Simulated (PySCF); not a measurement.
Scandium: a sound run and one with changed settings

Sound run: Sc [Ar] 3d1 4s2, Sc+ [Ar] 3d1 4s1. All numbers are calculated (PySCF 2.14, no relativity, point nucleus, in aug-cc-pVDZ (7s6p4d2f, 59 functions)). The sound run starts from symmetry-adapted Hartree-Fock orbitals and uses a fine grid where one is needed.

Changed run: 14 angular points. This setting is unsound on purpose.

```json
{"species": "Sc", "method": "UHF", "sound run (hartree)": "-759.73804", "changed run (hartree)": "-759.73804", "converged": "yes"}
{"species": "Sc", "method": "BP86", "sound run (hartree)": "-760.70567", "changed run (hartree)": "-760.69948", "converged": "yes"}
{"species": "Sc", "method": "r2SCAN", "sound run (hartree)": "-760.57753", "changed run (hartree)": "-760.56803", "converged": "no"}
{"species": "Sc+", "method": "UHF", "sound run (hartree)": "-759.54076", "changed run (hartree)": "-759.54076", "converged": "yes"}
{"species": "Sc+", "method": "BP86", "sound run (hartree)": "-760.46097", "changed run (hartree)": "-760.45543", "converged": "no"}
{"species": "Sc+", "method": "r2SCAN", "sound run (hartree)": "-760.34444", "changed run (hartree)": "-760.34852", "converged": "yes"}
```

Ionisation energy of Sc:

| method | sound run (eV) | changed run (eV) |
| --- | --- | --- |
| UHF | 5.368 | 5.368 |

A coarse angular grid integrates products of high-l functions wrongly, so density functionals can shift, and the SCF can exploit the error; Hartree-Fock and MP2 need no grid.

For comparison, NIST gives 6.561 eV between the lowest levels.
